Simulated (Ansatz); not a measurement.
`C[SiH](N)BCl` + HCl → `C[SiH](N)Cl` + `BCl` at 600 K and 1 bar (cleavage of the Si–B bond).

Computed with Ansatz on PBE0-D4/def2-TZVP structures; ΔE is electronic, products minus reactants. CCSD(T)/CBS adds triple-zeta CCSD(T) − MP2 to the extrapolated MP2 energy (def2 sets, frozen cores). This one scheme is used for every species. Each species was taken in one conformer, which may not be the lowest.

```tsv
species	CCSD(T)/CBS energy (Eh)	H − E (kJ/mol)	S (J/(mol·K))
`C[SiH](N)BCl`	-870.68117	296.4	486.7
HCl	-460.38127	35.4	207.2
`C[SiH](N)Cl`	-845.32705	251.7	418.6
`BCl`	-485.78909	80.5	267.8
```

H − E and S are ideal-gas, rigid-rotor, harmonic terms from PBE0-D4/def2-TZVP, for one conformer and one mirror image of each species. 1 Eh = 2625.50 kJ/mol, R = 8.31446 J/(mol·K).

Task: By hand: ΔE, ΔH, ΔS and ΔG.

Result: ΔE = (-845.32705) + (-485.78909) − (-870.68117) − (-460.38127) = -0.05370 Eh = -141.0 kJ/mol. Δ(H − E) = 251.7 + 80.5 − 296.4 − 35.4 = 0.4, so ΔH = -140.6 kJ/mol. ΔS = 418.6 + 267.8 − 486.7 − 207.2 = -7.5 J/(mol·K). ΔG = -140.6 − 600 × (-7.5)/1000 = -136.1 kJ/mol.

Task: By hand: the equilibrium constant, and the temperature at which ΔG would vanish if ΔH and ΔS stayed fixed.

Result: log₁₀ K = −ΔG/(RT ln 10) = 11.8. ΔG = 0 at ΔH/ΔS = 18747 K, far beyond where these terms or the molecules hold.

The number of gas molecules stays the same, so ΔS is small and ΔH decides. A doubt of 5 kJ/mol in ΔE shifts log₁₀ K by 0.4 here. Other conformers and mirror images would add mixing entropy, several J/(mol·K) or more a flexible species. Modes under 60 cm⁻¹, often nearly free rotors, make the harmonic entropy too high. These are equilibria of isolated gas molecules and say nothing of rates. Largest T1 diagnostic: 0.012 (customary marks: 0.02 for closed shells, 0.045 for open ones).
